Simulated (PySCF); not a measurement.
Compound: C5H5F3.
SMILES: `C=C=C(C)C(F)(F)F`

The closed-shell SCF was solved with PySCF and density fitting under several settings on one GFN2-xTB geometry (grid level 2 and gas phase unless stated).

```
                                                                        settings  basis functions  SCF cycles     E (Eh)  HOMO (eV)  LUMO (eV)  dipole (D)
PBE0/pcSseg-1, IEF-PCM benzene, start guess atom, fitting basis def2-qzvpp-jkfit              161          11  -492.4661      -7.94      -0.18        2.97
                                                                   KT2/def2-SVPD              209          15  -499.9368      -6.88      -1.32        2.68
                                      BHandHLYP/pcseg-1, IEF-PCM tetrahydrofuran              137          13  -492.6879      -8.99       1.00        3.42
```

Question: Estimate the rows for these settings: (1) PBE0/pcseg-1; (2) PBE0/6-31G, energy threshold 1e-06 Eh.

Answer: 
```tsv
settings	basis functions	SCF cycles	E (Eh)	HOMO (eV)	LUMO (eV)	dipole (D)
PBE0/pcseg-1	137	14	-492.4041	-8.07	-0.31	2.75
PBE0/6-31G, energy threshold 1e-06 Eh	82	7	-492.3808	-7.93	-0.04	3.04
```

Question: Over all rows, what range does the HOMO–LUMO gap span?

Answer: From 5.56 eV (KT2/def2-SVPD) to 9.99 eV (BHandHLYP/pcseg-1, IEF-PCM tetrahydrofuran). The functional of the narrowest has no exact exchange, that of the widest 50 % exact exchange.

Question: And the dipole moment?

Answer: From 2.68 D (KT2/def2-SVPD) to 3.42 D (BHandHLYP/pcseg-1, IEF-PCM tetrahydrofuran); the largest is 1.28 times the smallest, and the median is 2.97 D.

Question: Compare two rows with the functional PBE0: PBE0/6-31G, energy threshold 1e-06 Eh and PBE0/pcseg-1. Which energy is lower, and by how much?

Answer: PBE0/pcseg-1 (137 functions) lies 0.0233 Eh or 15 kcal/mol below PBE0/6-31G, energy threshold 1e-06 Eh (82 functions).

Cycle counts include a coarse-grid stage where the run had one. KT2 was designed for NMR shieldings or shifts; total energies of different functionals aren't comparable. Geometry: GFN2-xTB; no vibrations or thermal averaging.

Conformer computed: `[CH2:1]=[C:2]=[C:3]([CH3:4])[C:5]([F:6])([F:7])[F:8]`: C2–C3–C5–F6 2°.
